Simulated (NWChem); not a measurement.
Molecule: C$_{2}$H$_{8}$BeN$_{2}$; SMILES [NH2][Be][N](C)C

```xyz
13

Be     0.0002    -1.0166    -0.0001
N      0.0005    -2.5191     0.0001
H      0.0013    -3.1089     0.8252
H     -0.0001    -3.1092    -0.8248
N      0.0000     0.4917    -0.0003
C      1.2006     1.2871    -0.0013
C     -1.2009     1.2867     0.0002
H      1.2656     1.9459    -0.8915
H      1.2659     1.9473     0.8879
H      2.0978     0.6478    -0.0009
H     -1.2654     1.9468     0.8895
H     -1.2671     1.9457    -0.8899
H     -2.0979     0.6472     0.0015
```
Atoms are numbered in this order, from 1.

All runs: NWChem. Pople sets run with spherical d functions. Structure relaxed at the PBE0/def2-SVP level. GIAO values for the isolated, static molecule; σ is the absolute isotropic shielding, δ = σ(reference) − σ with the isolated reference molecule computed at the same levels (13C: tetramethylsilane, 1H: tetramethylsilane, 15N: ammonia).

| level | σ Be1 (ppm) | δ N2 (ppm) | δ H3 (ppm) | δ N5 (ppm) | δ C6 (ppm) | δ H8 (rotor mean) (ppm) |
|---|---|---|---|---|---|---|
| B3LYP/6-311G** | 95.5 | 17.6 | 0.38 | 63.0 | 42.3 | 2.67 |
| BHandHLYP/pcSseg-1 | 98.2 | 13.4 | 0.55 | 44.3 | 40.7 | 2.53 |
| B3LYP/6-31G* | 102.5 | 11.7 | 0.08 | 38.7 | 39.8 | 2.60 |
| LDA (Slater exchange, VWN5)/pcSseg-1 | ? | ? | ? | ? | ? | ? |

Q: Fill in the missing entries.

A: 
- LDA (Slater exchange, VWN5)/pcSseg-1, σ Be1 (ppm): 91.7
- LDA (Slater exchange, VWN5)/pcSseg-1, δ N2 (ppm): 26.4
- LDA (Slater exchange, VWN5)/pcSseg-1, δ H3 (ppm): 0.68
- LDA (Slater exchange, VWN5)/pcSseg-1, δ N5 (ppm): 67.3
- LDA (Slater exchange, VWN5)/pcSseg-1, δ C6 (ppm): 43.8
- LDA (Slater exchange, VWN5)/pcSseg-1, δ H8 (rotor mean) (ppm): 2.74
